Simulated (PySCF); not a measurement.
BiCl$_{2}$ (SMILES [Cl][Bi][Cl]), doublet (typed; the unrestricted solution is spin-contaminated), at a GFN2-xTB geometry (such geometries of metal compounds can be far from the true shape) (the spin is typed, not shown lowest) (core potentials on Bi), with bond 3-1 at 1.8 times its length; PBE0/def2-SV(P) (PySCF).

The PySCF input:
```python
from pyscf import gto, scf, dft

mol = gto.M(
    atom='''
Bi    0.319358   -0.029110    0.371161
Cl    0.594212    0.414542   -2.061208
Cl   -4.131662   -0.467065    0.151393
''',
    basis='def2-sv(p)',
    ecp={'Bi': 'def2-sv(p)'},
    charge=0,
    spin=1,
    verbose=4,
)

mf = dft.UKS(mol)
mf.xc = 'pbe0'
mf.kernel()
mo_i, mo_e, stable_i, stable_e = mf.stability(internal=True, external=False, return_status=True, nroots=6, tol=1e-6)
print('internally stable:', stable_i, ' externally stable:', stable_e)
if not stable_i:
    umf = mf.copy()
    umf.scf_summary = {}
    umf.kernel(umf.make_rdm1(mo_i, mf.mo_occ))
mf.analyze()
```

Task: Predict the main parts of the log of this PySCF run.

Result: 
```
PySCF version 2.14.0

[INPUT] verbose = 4
[INPUT] num. atoms = 3
[INPUT] num. electrons = 57
[INPUT] charge = 0
[INPUT] spin (= nelec alpha-beta = 2S) = 1
[INPUT] symmetry False subgroup None
[INPUT] Mole.unit = angstrom
[INPUT] Symbol           X                Y                Z      unit          X                Y                Z       unit  Magmom
[...]
nuclear repulsion = 158.276030053225
number of shells = 26
number of NR pGTOs = 133
number of NR cGTOs = 62
basis = def2-sv(p)
ecp = {'Bi': 'def2-sv(p)'}

******** <class 'pyscf.dft.uks.UKS'> ********
method = UKS
initial guess = minao
damping factor = 0
level_shift factor = 0
DIIS = <class 'pyscf.scf.diis.CDIIS'>
diis_start_cycle = 1
diis_space = 8
diis_damp = 0
SCF conv_tol = 1e-09
SCF conv_tol_grad = None
SCF max_cycles = 50
direct_scf = True
direct_scf_tol = 1e-13
number electrons alpha = 29  beta = 28
XC library pyscf.dft.libxc version 7.1.2
    S. Lehtola, C. Steigemann, M. J. T. Oliveira, and M. A. L. Marques,  SoftwareX 7, 1–5 (2018)
XC functionals = pbe0
    C. Adamo and V. Barone,  J. Chem. Phys. 110, 6158 (1999)
    M. Ernzerhof and G. E. Scuseria,  J. Chem. Phys. 110, 5029 (1999)
radial grids:
    Treutler-Ahlrichs [JCP 102, 346 (1995); DOI:10.1063/1.469408] (M4) radial grids

becke partition: Becke, JCP 88, 2547 (1988); DOI:10.1063/1.454033
pruning grids: <function nwchem_prune>
grids dens level: 3
symmetrized grids: False
atomic radii adjust function: <function treutler_atomic_radii_adjust>
small_rho_cutoff = 0
Set gradient conv threshold to 3.16228e-05
tot grids = 61208
init E= -1107.79397045485

cycle= 1 E= -1127.80954121504  delta_E=  -20  |g|= 1.76  |ddm|= 9.42

cycle= 2 E= -985.852313806279  delta_E=  142  |g|= 3.75  |ddm|= 15.7
cycle= 3 E= -1128.24433367972  delta_E= -142  |g|= 1.63  |ddm|= 15.6
cycle= 4 E= -1128.73860117727  delta_E= -0.494  |g|= 1.39  |ddm|= 0.92
cycle= 5 E= -1133.79898484621  delta_E= -5.06  |g|= 0.938  |ddm|= 3.61
cycle= 6 E= -1134.26055012008  delta_E= -0.462  |g|= 0.257  |ddm|= 1.44
cycle= 7 E= -1129.18539584884  delta_E= 5.08  |g|= 1.21  |ddm|= 3.01
cycle= 8 E= -1130.49548114521  delta_E= -1.31  |g|= 1.55  |ddm|= 1.04
cycle= 9 E= -1130.54556956981  delta_E= -0.0501  |g|= 1.55  |ddm|= 0.0346
cycle= 10 E= -1131.51797318029  delta_E= -0.972  |g|=  1.1  |ddm|= 0.91

cycle= 11 E= -1133.53254363914  delta_E= -2.01  |g|= 0.712  |ddm|= 1.66
cycle= 12 E= -1133.50928707115  delta_E= 0.0233  |g|= 0.718  |ddm|= 0.078
cycle= 13 E= -1133.37587568445  delta_E= 0.133  |g|= 0.75  |ddm|= 0.183
cycle= 14 E= -1133.63766034271  delta_E= -0.262  |g|= 0.656  |ddm|= 0.313
cycle= 15 E= -1134.12957361156  delta_E= -0.492  |g|= 0.543  |ddm|= 1.83
cycle= 16 E= -1134.25360167768  delta_E= -0.124  |g|= 0.281  |ddm|= 0.457
cycle= 17 E= -1133.23465045714  delta_E= 1.02  |g|= 0.773  |ddm|=  1.9
cycle= 18 E= -1133.07679337035  delta_E= 0.158  |g|= 0.77  |ddm|= 0.322
cycle= 19 E= -1133.32159547547  delta_E= -0.245  |g|= 0.769  |ddm|= 0.324
cycle= 20 E= -1133.72668949581  delta_E= -0.405  |g|= 0.605  |ddm|= 0.526
cycle= 21 E= -1133.79707885157  delta_E= -0.0704  |g|= 0.55  |ddm|= 0.124
cycle= 22 E= -1133.89441308819  delta_E= -0.0973  |g|= 0.457  |ddm|= 0.215
cycle= 23 E= -1134.00226990795  delta_E= -0.108  |g|= 0.426  |ddm|= 0.324
cycle= 24 E= -1134.26989882911  delta_E= -0.268  |g|= 0.23  |ddm|= 1.55
cycle= 25 E= -1134.28159465321  delta_E= -0.0117  |g|= 0.202  |ddm|= 0.099
cycle= 26 E= -1134.01314626489  delta_E= 0.268  |g|= 0.448  |ddm|= 1.51
cycle= 27 E= -1134.15925406644  delta_E= -0.146  |g|= 0.39  |ddm|= 0.345
cycle= 28 E= -1134.37793169894  delta_E= -0.219  |g|= 0.146  |ddm|= 0.727
cycle= 29 E= -1134.38846336753  delta_E= -0.0105  |g|= 0.118  |ddm|= 0.167
cycle= 30 E= -1134.39227736704  delta_E= -0.00381  |g|= 0.0995  |ddm|= 0.0882
cycle= 31 E= -1134.3955223293  delta_E= -0.00324  |g|= 0.074  |ddm|= 0.106
cycle= 32 E= -1134.39785001235  delta_E= -0.00233  |g|= 0.0466  |ddm|= 0.104
cycle= 33 E= -1134.39937187886  delta_E= -0.00152  |g|= 0.0146  |ddm|= 0.128
cycle= 34 E= -1134.39105857179  delta_E= 0.00831  |g|= 0.102  |ddm|= 0.561
cycle= 35 E= -1134.39678503602  delta_E= -0.00573  |g|= 0.0709  |ddm|= 0.0957
cycle= 36 E= -1134.40051651083  delta_E= -0.00373  |g|= 0.037  |ddm|= 0.122
cycle= 37 E= -1134.40066101563  delta_E= -0.000145  |g|= 0.0359  |ddm|= 0.0199
cycle= 38 E= -1134.40097642614  delta_E= -0.000315  |g|= 0.0323  |ddm|= 0.0211
cycle= 39 E= -1134.4016109717  delta_E= -0.000635  |g|= 0.0258  |ddm|= 0.0564
cycle= 40 E= -1134.40144759776  delta_E= 0.000163  |g|= 0.0325  |ddm|= 0.0563
cycle= 41 E= -1134.40164298954  delta_E= -0.000195  |g|= 0.0275  |ddm|= 0.0285
cycle= 42 E= -1134.40290819239  delta_E= -0.00127  |g|= 0.00513  |ddm|= 0.117
cycle= 43 E= -1134.40328360471  delta_E= -0.000375  |g|= 0.00438  |ddm|= 0.0636
cycle= 44 E= -1134.40434825354  delta_E= -0.00106  |g|= 0.0108  |ddm|= 0.233
cycle= 45 E= -1134.40441339325  delta_E= -6.51e-05  |g|= 0.00521  |ddm|= 0.0301
cycle= 46 E= -1134.40456904914  delta_E= -0.000156  |g|= 0.0232  |ddm|= 0.247
cycle= 47 E= -1134.40515833374  delta_E= -0.000589  |g|= 0.00598  |ddm|= 0.104
cycle= 48 E= -1134.40406833571  delta_E= 0.00109  |g|= 0.0347  |ddm|=  0.3
cycle= 49 E= -1134.40405998933  delta_E= 8.35e-06  |g|= 0.0349  |ddm|= 0.00528
cycle= 50 E= -1134.40402242585  delta_E= 3.76e-05  |g|= 0.0353  |ddm|= 0.00536
SCF not converged.
SCF energy = -1134.40402242585 after 50 cycles  <S^2> = 1.6454358  2S+1 = 2.7534965
uhf_internal: lowest eigs of H = [-0.01564521  0.01226032  0.01489482  0.06234257  0.18448091  0.19042579]
<class 'pyscf.dft.uks.UKS'> wavefunction has an internal instability
internally stable: False  externally stable: None

******** <class 'pyscf.dft.uks.UKS'> ********
method = UKS
initial guess = minao
damping factor = 0
level_shift factor = 0
DIIS = <class 'pyscf.scf.diis.CDIIS'>
diis_start_cycle = 1
diis_space = 8
diis_damp = 0
SCF conv_tol = 1e-09
SCF conv_tol_grad = None
SCF max_cycles = 50
direct_scf = True
direct_scf_tol = 1e-13
[...]
cycle= 13 E= -1134.31532832728  delta_E= -0.907  |g|= 0.274  |ddm|= 1.25
cycle= 14 E= -1134.36955527033  delta_E= -0.0542  |g|= 0.164  |ddm|= 0.323
cycle= 15 E= -1134.37673895516  delta_E= -0.00718  |g|= 0.147  |ddm|= 0.06
cycle= 16 E= -1134.39335328592  delta_E= -0.0166  |g|= 0.091  |ddm|= 0.164
cycle= 17 E= -1134.39989903087  delta_E= -0.00655  |g|= 0.0449  |ddm|= 0.166
cycle= 18 E= -1134.4017171357  delta_E= -0.00182  |g|= 0.0106  |ddm|= 0.11
cycle= 19 E= -1134.40193953272  delta_E= -0.000222  |g|= 0.00633  |ddm|= 0.0569
cycle= 20 E= -1134.40209484014  delta_E= -0.000155  |g|= 0.00306  |ddm|= 0.0453
cycle= 21 E= -1134.40222374365  delta_E= -0.000129  |g|= 0.00254  |ddm|= 0.0406
cycle= 22 E= -1134.40216551439  delta_E= 5.82e-05  |g|= 0.00245  |ddm|= 0.0182
cycle= 23 E= -1134.40179701347  delta_E= 0.000369  |g|= 0.00592  |ddm|= 0.111
cycle= 24 E= -1134.40173882156  delta_E= 5.82e-05  |g|= 0.00417  |ddm|= 0.0327
cycle= 25 E= -1134.40171879213  delta_E= 2e-05  |g|= 0.00194  |ddm|= 0.0284
cycle= 26 E= -1134.40160695068  delta_E= 0.000112  |g|= 0.00144  |ddm|= 0.0965
cycle= 27 E= -1134.40159165293  delta_E= 1.53e-05  |g|= 0.00327  |ddm|= 0.0206
cycle= 28 E= -1134.4015939004  delta_E= -2.25e-06  |g|= 0.00109  |ddm|= 0.044
cycle= 29 E= -1134.40159635391  delta_E= -2.45e-06  |g|= 0.000874  |ddm|= 0.0162
cycle= 30 E= -1134.40159764938  delta_E= -1.3e-06  |g|= 0.000576  |ddm|= 0.00848
cycle= 31 E= -1134.40159803232  delta_E= -3.83e-07  |g|= 0.000149  |ddm|= 0.00207
cycle= 32 E= -1134.40159805105  delta_E= -1.87e-08  |g|= 9.46e-05  |ddm|= 0.00644
cycle= 33 E= -1134.40159808143  delta_E= -3.04e-08  |g|= 6.48e-05  |ddm|= 0.00126
cycle= 34 E= -1134.40159813126  delta_E= -4.98e-08  |g|= 6.5e-05  |ddm|= 0.00131
cycle= 35 E= -1134.40159818283  delta_E= -5.16e-08  |g|= 6.11e-05  |ddm|= 0.000845
cycle= 36 E= -1134.40159826766  delta_E= -8.48e-08  |g|= 6.04e-05  |ddm|= 0.00101
cycle= 37 E= -1134.40159845459  delta_E= -1.87e-07  |g|= 6.17e-05  |ddm|= 0.00221
cycle= 38 E= -1134.40159924672  delta_E= -7.92e-07  |g|= 8.36e-05  |ddm|= 0.0101
cycle= 39 E= -1134.40159928621  delta_E= -3.95e-08  |g|= 6.46e-05  |ddm|= 0.00114
cycle= 40 E= -1134.40160117868  delta_E= -1.89e-06  |g|= 0.000518  |ddm|= 0.0444
cycle= 41 E= -1134.40160120024  delta_E= -2.16e-08  |g|= 0.000336  |ddm|= 0.00706
cycle= 42 E= -1134.40160128624  delta_E= -8.6e-08  |g|= 0.000321  |ddm|= 0.00228
cycle= 43 E= -1134.40160116769  delta_E= 1.19e-07  |g|= 0.000264  |ddm|= 0.0041
cycle= 44 E= -1134.40160107361  delta_E= 9.41e-08  |g|= 0.00018  |ddm|= 0.00363
cycle= 45 E= -1134.40160142257  delta_E= -3.49e-07  |g|= 0.000158  |ddm|= 0.00785
cycle= 46 E= -1134.40160205024  delta_E= -6.28e-07  |g|= 0.000151  |ddm|= 0.0203
cycle= 47 E= -1134.40160219698  delta_E= -1.47e-07  |g|= 5.31e-05  |ddm|= 0.00601
cycle= 48 E= -1134.40160228562  delta_E= -8.86e-08  |g|= 4.87e-05  |ddm|= 0.00804
cycle= 49 E= -1134.40160229079  delta_E= -5.17e-09  |g|= 1.64e-05  |ddm|= 0.000437
cycle= 50 E= -1134.40160230875  delta_E= -1.8e-08  |g|= 5.98e-05  |ddm|= 0.00386
SCF not converged.
SCF energy = -1134.40160230875 after 50 cycles  <S^2> = 1.6271636  2S+1 = 2.7401924
**** SCF Summaries ****
Total Energy =                       -1134.404022425854919
Nuclear Repulsion Energy =             158.276030053224588
One-electron Energy =                -1959.600682409023193
Two-electron Energy =                  666.920629929943743
Two-electron Coulomb Energy =          740.250317023372418
DFT Exchange-Correlation Energy =      -73.329687093428674
**** MO energy ****
                             alpha | beta                alpha | beta
[...]
spin_pop of  0 Bi 5s       -0.00007
spin_pop of  0 Bi 6s        0.00279
spin_pop of  0 Bi 7s       -0.00246
spin_pop of  0 Bi 8s        0.00136
spin_pop of  0 Bi 5px       0.00064
spin_pop of  0 Bi 5py       0.00070
spin_pop of  0 Bi 5pz      -0.00003
spin_pop of  0 Bi 6px       0.04924
spin_pop of  0 Bi 6py       0.05476
spin_pop of  0 Bi 6pz       0.00497
spin_pop of  0 Bi 7px       0.04193
spin_pop of  0 Bi 7py       0.04942
spin_pop of  0 Bi 7pz       0.00526
spin_pop of  0 Bi 8px       0.76180
spin_pop of  0 Bi 8py       0.82167
spin_pop of  0 Bi 8pz       0.05929
spin_pop of  0 Bi 5dxy     -0.00540
spin_pop of  0 Bi 5dyz     -0.00499
spin_pop of  0 Bi 5dz^2    -0.00983
spin_pop of  0 Bi 5dxz     -0.00937
spin_pop of  0 Bi 5dx2-y2   -0.00551
spin_pop of  0 Bi 6dxy      0.00314
spin_pop of  0 Bi 6dyz      0.00556
spin_pop of  0 Bi 6dz^2     0.00977
spin_pop of  0 Bi 6dxz      0.00941
spin_pop of  0 Bi 6dx2-y2    0.00648
spin_pop of  1 Cl 1s       -0.00000
spin_pop of  1 Cl 2s       -0.00000
spin_pop of  1 Cl 3s       -0.00001
spin_pop of  1 Cl 4s        0.00140
spin_pop of  1 Cl 2px       0.00000
spin_pop of  1 Cl 2py       0.00000
spin_pop of  1 Cl 2pz      -0.00000
spin_pop of  1 Cl 3px       0.03290
spin_pop of  1 Cl 3py       0.03466
spin_pop of  1 Cl 3pz      -0.02765
spin_pop of  1 Cl 4px       0.00262
spin_pop of  1 Cl 4py       0.00282
spin_pop of  1 Cl 4pz       0.00117
spin_pop of  1 Cl 3dxy      0.00006
spin_pop of  1 Cl 3dyz      0.00123
spin_pop of  1 Cl 3dz^2     0.00056
spin_pop of  1 Cl 3dxz      0.00119
spin_pop of  1 Cl 3dx2-y2    0.00006
spin_pop of  2 Cl 1s        0.00000
spin_pop of  2 Cl 2s        0.00001
spin_pop of  2 Cl 3s        0.00133
spin_pop of  2 Cl 4s        0.00081
spin_pop of  2 Cl 2px      -0.00003
spin_pop of  2 Cl 2py      -0.00000
spin_pop of  2 Cl 2pz      -0.00001
spin_pop of  2 Cl 3px      -0.66839
spin_pop of  2 Cl 3py      -0.02469
spin_pop of  2 Cl 3pz      -0.20991
spin_pop of  2 Cl 4px       0.00069
spin_pop of  2 Cl 4py       0.00001
spin_pop of  2 Cl 4pz      -0.00006
spin_pop of  2 Cl 3dxy     -0.00007
spin_pop of  2 Cl 3dyz     -0.00001
spin_pop of  2 Cl 3dz^2    -0.00007
spin_pop of  2 Cl 3dxz     -0.00084
spin_pop of  2 Cl 3dx2-y2   -0.00032
In total            29.00000 | 28.00000
Dipole moment(X, Y, Z, Debye):  1.25800, -0.37943,  3.02696
```

The run did not converge; its last values are not results.
